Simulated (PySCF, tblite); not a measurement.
Compound: C8H10NP.
Atom-mapped SMILES: `[CH2:1]=[CH:2][C@@H:3]1[CH2:4][P:5]1[n:6]1[cH:7][cH:8][cH:9][cH:10]1` (hydrogens: H11, H12 on C1; H13 on C2; H14 on C3; H15, H16 on C4; H17 on C7; H18 on C8; H19 on C9; H20 on C10)

Jobs on this species (20 atoms, 80 electrons) with PySCF (density fitting) and tblite. Hardware of each: one thread of an AMD EPYC 7R13 (shared host). Other jobs ran on the host; a repeat could differ by tens of per cent or more.

| level and settings | work | basis functions | SCF cycles | wall time |
| --- | --- | --- | --- | --- |
| PBE0/pcSseg-1 | shieldings, ring-centre shieldings, charges and field gradients, density and orbital grids written | 227 | ? | ? |
| PBE0/pcSseg-1, IEF-PCM chloroform | shieldings, ring-centre shieldings, charges and field gradients | 227 | 14 | 40 s |
| GFN2-xTB | Hessian by finite differences | – | – | 1.4 s |
| B3LYP/def2-SVPD | 10 singlets by full TDDFT, 4 Tamm–Dancoff triplets, polarisability, ΔSCF ions, density and orbital grids written | 284 | 14 | 4.6 min |
| PBE0-D3(BJ)/def2-SVP, grid level 1 | geometry optimisation from a GFN2-xTB start shaken at random | 194 | 47 | 2.0 min |
| GFN2-xTB | L-BFGS relaxation | – | – | 1.7 s |
| PBE/pcSseg-1 | shieldings, ring-centre shieldings | 227 | 16 | 60 s |

Question: Fill in the missing figures.

Answer: 
- PBE0/pcSseg-1; shieldings, ring-centre shieldings, charges and field gradients, density and orbital grids written: 46 s, 14 SCF cycles

Question: What do all jobs in the table cost together?

Answer: About 9.1 min; the longest takes about 51 % of that, and about 200 times as long as the shortest.
